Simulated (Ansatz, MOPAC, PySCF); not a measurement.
Complex: NH3 (SMILES N) (first 4 atoms) with SO2 (SMILES O=S=O); geometry from B3LYP-D3(BJ)/def2-TZVP, rigid monomers moved along the line of their centres of mass till N1···S6 is 2.36 Å.
(charge 0, multiplicity 1):
```xyz
7

N      0.0165     0.0007     0.6224
H     -0.3050    -0.9267     0.3698
H     -0.7781     0.6302     0.6315
H      0.6780     0.3205    -0.0751
O     -0.2517     0.9654     3.2946
S      0.6103    -0.1249     2.9025
O      0.0990    -1.4654     3.0667
```

Interaction energies are E(AB) − E(A) − E(B) at the monomers' geometry in the complex; basis-set methods are counterpoise corrected. Rows marked so take none.

Rows in 6-31G* carry no dispersion term and start afresh at each structure (6-31G* with six Cartesian d functions). The state reached by PM6 isn't checked.

The values were computed with Ansatz (Gaussian orbitals); MOPAC for PM6 (differences of heats of formation); PySCF for 6-31G* rows, the dispersion terms. Each number belongs to the level named beside it.

Q: One of these levels gives -7.52 kcal/mol for the interaction energy. Which?
(A) HF/6-31G*
(B) HF/6-31G* (no counterpoise)
(C) PM6
(D) PBE-D3(BJ)/def2-TZVPPD

A: D, PBE-D3(BJ)/def2-TZVPPD. The others give -12.03 (PM6), -3.63 (HF/6-31G*), -5.87 (HF/6-31G* (no counterpoise))

Ansatz is a quantum-chemistry and plane-wave program.
